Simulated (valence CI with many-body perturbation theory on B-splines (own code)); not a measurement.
**Ladder of approximations for Ta⁶⁸⁺**

Computed by configuration interaction combined with many-body perturbation theory (CI+MBPT): three valence electrons over a frozen Dirac-Fock core [He], radial functions for each j: 11 s, 11 p, 9 d, 7 f, 5 g, 2 h, 1 i, with the one-electron correlation potential Σ1 (screened to all orders), the two-electron term Σ2, the three-electron term Σ3, Breit, model QED; selected single and double excitations, second order for the rest (own B-spline code, finite nucleus).

No measured spectrum was set against this ion. As an estimate, large intervals hold to a few tenths of a per cent, small ones and those within an open d or f shell to about a per cent.

Each rung adds one term. CI alone is the Dirac-Coulomb CI over the frozen core; QED comes last and gives the full result, which names the levels. Energies are above (2s^2 2p1/2) J=1/2 on the same rung, in × 10³ cm⁻¹.

Levels are named by their leading jj configuration (3d3/2^4 stands for four electrons in 3d with j = 3/2), which in mixed levels can hold well under half, so a name can repeat and another be missing. Letters in brackets count levels of one name in rising energy.

```tsv
Level	CI alone	+ Σ1	+ Σ2	+ Σ3	+ Breit	Full
(2s 2p1/2^2) J=1/2	2128.7	2125.9	2124.6	2124.4	2278.3	2136.7
(2s^2 2p3/2) J=3/2	11229	11231	11231	11230	11076	11088
(2s 2p1/2 2p3/2) J=3/2 [a]	12733	12732	12731	12731	12719	12592
(2s 2p1/2 2p3/2) J=5/2	13142	13141	13140	13140	13045	12918
(2s 2p1/2 2p3/2) J=1/2	13632	13631	13629	13628	13621	13494
(2s 2p1/2 2p3/2) J=3/2 [b]	13695	13694	13692	13691	13638	13510
(2p1/2^2 2p3/2) J=3/2	15889	15885	15882	15881	15995	15729
(2s 2p3/2^2) J=5/2	24149	24150	24149	24149	23936	23824
(2s 2p3/2^2) J=1/2	24934	24935	24934	24934	24805	24692
(2s 2p3/2^2) J=3/2	24997	24998	24996	24995	24810	24697
(2p1/2 2p3/2^2) J=3/2	26726	26724	26720	26720	26680	26424
(2p1/2 2p3/2^2) J=5/2	26987	26985	26982	26982	26862	26607
(2p1/2 2p3/2^2) J=1/2	27340	27338	27335	27335	27320	27065
(2p3/2^3) J=3/2	38295	38295	38292	38292	38098	37857
(2s^2 3s) J=1/2	83227	83231	83230	83230	83012	83046
(2s^2 3p1/2) J=1/2	83939	83943	83942	83942	83764	83755
(2s 2p1/2 3s) J=1/2 [a]	84666	84668	84667	84666	84578	84475
(2s 2p1/2 3s) J=3/2	84930	84931	84930	84929	84802	84698
(2s 2p1/2 3s) J=1/2 [b]	85156	85157	85157	85156	85049	84944
(2s 2p1/2 3p1/2) J=1/2 [a]	85267	85268	85267	85266	85218	85072
(2s 2p1/2 3p1/2) J=3/2	85543	85544	85543	85542	85447	85301
(2s 2p1/2 3p1/2) J=1/2 [b]	85870	85870	85869	85868	85807	85662
(2s^2 3p3/2) J=3/2	87254	87258	87257	87257	87032	87029
(2p1/2^2 3s) J=1/2	87229	87227	87225	87224	87280	87039
(2s^2 3d3/2) J=3/2	87750	87754	87753	87752	87506	87498
(2p1/2^2 3p1/2) J=1/2	87799	87797	87794	87793	87884	87602
(2s^2 3d5/2) J=5/2	88625	88629	88629	88628	88378	88367
(2s 2p1/2 3p3/2) J=3/2 [a]	88677	88678	88678	88677	88586	88444
(2s 2p1/2 3p3/2) J=5/2	88991	88992	88990	88990	88851	88714
(2s 2p1/2 3p3/2) J=3/2 [b]	89001	89002	89001	89000	88874	88732
(2s 2p1/2 3p3/2) J=1/2	89034	89034	89033	89032	88915	88772
```

(1) How does the ionisation energy move along the ladder, and which term matters most?

## Answers

(1) CI alone 18273, + Σ1 18274, + Σ2 18273, + Σ3 18273, + Breit 18242, + QED 18241 eV. The largest step is Breit, -32 eV. NIST lists 18250 ± 50 eV (theoretical).
